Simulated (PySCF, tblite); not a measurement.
Isomers of C5H7ClSSi, one GFN2-xTB conformer each. Single-point energies are computed at PBE0/pcSseg-1 (PySCF, gas phase, no added dispersion term), electronic only.

**Question.** Rank them by PBE0/pcSseg-1 energy, lowest first (kJ/mol).
A. `[CH3:1][S:2][C:3]1=[CH:4][CH:5]=[CH:6][Si@H:7]1[Cl:8]` with C1–S2–C3–C4 -1°
B. `[CH3:1][S:2][C:3]1=[CH:4][CH:5]=[C:6]([Cl:7])[SiH2:8]1` with C1–S2–C3–C4 -178°
C. `[Cl:1][SiH2:2][S:3][C:4]1=[CH:5][CH:6]=[CH:7][CH2:8]1` with Cl1–Si2–S3–C4 -64°, Si2–S3–C4–C5 -1°
D. `[CH:1]#[C:2]/[CH:3]=[C:4](/[Cl:5])[SiH2:6][S:7][CH3:8]` with C3–C4–Si6–S7 60°, C4–Si6–S7–C8 40°
E. `[CH3:1][c:2]1[cH:3][cH:4][c:5]([SiH2:6][Cl:7])[s:8]1` with C4–C5–Si6–Cl7 1°

**Answer.** E (0.0), C (37.1), A (82.7), B (236.8), D (321.3).

As drawn, the lowest has an aromatic ring, which the highest lacks; the highest has a C≡C bond and a C=C bond outside aromatic rings, which the lowest lacks. GFN2-xTB itself gives, in the same order: 7.6, 0.0, 153.1, 244.7, 296.6. GFN2-xTB puts Cl[SiH2]SC1=CC=CC1 lowest instead; measured from each level's own lowest isomer, the values differ by up to 70.4 kJ/mol (CSC1=CC=C[Si@H]1Cl: 153.1 against 82.7).

**Question.** Which frontier levels, dipoles and rotational constants go with these structures?

**Answer.** 
```csv
SMILES,"HOMO (eV, PBE0/pcSseg-1)",LUMO (eV),dipole (D),"A, B, C (MHz)"
Cc1ccc([SiH2]Cl)s1,-6.85,-0.85,2.26,"3640, 600.2, 520.0"
Cl[SiH2]SC1=CC=CC1,-6.00,-0.84,1.00,"2326, 719.3, 594.8"
CSC1=CC=C[Si@H]1Cl,-5.95,-1.82,2.59,"1769, 891.5, 640.9"
CSC1=CC=C(Cl)[SiH2]1,-5.76,-1.76,2.13,"3365, 606.0, 518.4"
C#C/C=C(/Cl)[SiH2]SC,-6.82,-1.81,0.98,"1337, 952.9, 699.7"
```

**Question.** What happens when harmonic zero-point energies from GFN2-xTB frequencies are added?

**Answer.** 
```
              SMILES  ZPE (kJ/mol)  electronic (kJ/mol)  with ZPE (kJ/mol)
  Cc1ccc([SiH2]Cl)s1         263.9                  0.0                0.0
  Cl[SiH2]SC1=CC=CC1         264.9                 37.1               38.1
  CSC1=CC=C[Si@H]1Cl         267.5                 82.7               86.3
CSC1=CC=C(Cl)[SiH2]1         259.0                236.8              231.9
C#C/C=C(/Cl)[SiH2]SC         252.0                321.3              309.4
```

The zero-point energies span 15.5 kJ/mol. The order is unchanged.
